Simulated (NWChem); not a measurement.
Basis-set convergence for H2BFS2

SMILES: FB(S)S
```xyz
6

B      0.0000     0.0000     0.3631
F      0.0000     0.0000     1.6903
S      1.6304     0.0000    -0.4256
H      1.2045     0.0000    -1.7042
S     -1.6304     0.0000    -0.4256
H     -1.2045     0.0000    -1.7042
```
Charge 0, spin multiplicity 1.

The numbers come from NWChem runs, not from measurements. The geometry was optimised at PBE0/def2-SVP, a minimum by its harmonic frequencies. It is one conformer; others weren't searched.

Quantity: dipole moment at the level PBE0.

The Pople sets run with spherical d functions. The structure started from a generated list of species.

```csv
basis,functions,dipole moment (D)
STO-3G,30,?
3-21G,48,2.51
6-31G*,68,2.19
def2-SVP,74,?
cc-pVDZ,74,?
6-311++G**,118,2.50
def2-TZVP,148,2.26
cc-pVTZ,156,2.20
def2-TZVPD,187,2.15
aug-cc-pVTZ,238,2.15
```

**Question.** Some entries are withheld; supply them.

**Answer.** 
- STO-3G, dipole moment (D): 1.48
- def2-SVP, dipole moment (D): 2.43
- cc-pVDZ, dipole moment (D): 2.28
